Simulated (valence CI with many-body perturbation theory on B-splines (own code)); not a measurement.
# Questions on Tc²⁺

Level of theory: valence CI with perturbative core correlation (CI+MBPT): five valence electrons over a frozen Dirac-Fock core [Kr], radial functions for each j: 7 s, 7 p, 8 d, 6 f, 4 g, 1 h, with the one-electron correlation potential Σ1, the two-electron term Σ2, the three-electron term Σ3, Breit, model QED; selected CI, second order for the rest, scaled by the run's own slope (own B-spline code, finite nucleus).

No measured levels were compared; by estimate terms of the open shell hold to 2 to 4 % of their energy, and close levels can change places; different configurations can be misplaced against each other by 1,000 to 8,000 cm⁻¹. Among the levels kept, up to 3300 cm⁻¹ of a level comes from second order outside the variational space, and about a tenth of that is noise between levels of different J, which matters for small intervals. Only levels of the ground parity were solved; by the run's estimate the other parity begins above the list, which can be wrong where configurations are misplaced.

Names give the largest LS component (configuration and term), which can be under half, so a name can repeat, a term be missing and a line seem to break the LS rules; names also repeat where a configuration has a term twice.

Rates and lifetimes use the calculated energies. Strong lines usually hold to 10 to 20 %, long lifetimes can be off by a factor of two.

**Question.** What is the ground level?

**Answer.** 4d5 6S_5/2, composition 98 % 4d5 6S, g = 1.999.

**Question.** What are the static dipole polarisabilities of the lowest levels?

**Answer.** 4d5 6S_5/2 8.42; 4d5 4G_5/2 8.71; 4d5 4G_7/2 8.73; 4d5 4G_11/2 8.68 (tensor 0.14) bohr³, of which the core gives 1.44.

**Question.** How well does LS coupling describe the low levels?

**Answer.** Among the lowest 20 levels the leading LS term, summed over configurations, holds 81 % on average. For single configurations the figures are 79 % in LS and 52 % in jj coupling. Terms mix most in the J = 5/2 level at 30502 cm⁻¹, where the leading one holds 53 %.

**Question.** Name the longest-lived excited levels whose lifetime is computed, and their main decay.

**Answer.** 4d5 4G_9/2 at 19638 cm⁻¹ lives 17600 s, mostly by M1 to 4d5 4G_7/2; 4d5 4G_7/2 at 19530 cm⁻¹ lives 4400 s, mostly by M1 to 4d5 4G_5/2; 4d5 2I_13/2 at 28512 cm⁻¹ lives 327 s, mostly by M1 to 4d5 4G_11/2. The lifetime of 4d5 4G_11/2 is too uncertain to give, and may be longer.

**Question.** What is the ionisation energy?

**Answer.** 29.275 eV; NIST lists 29.55 eV (semi-empirical).
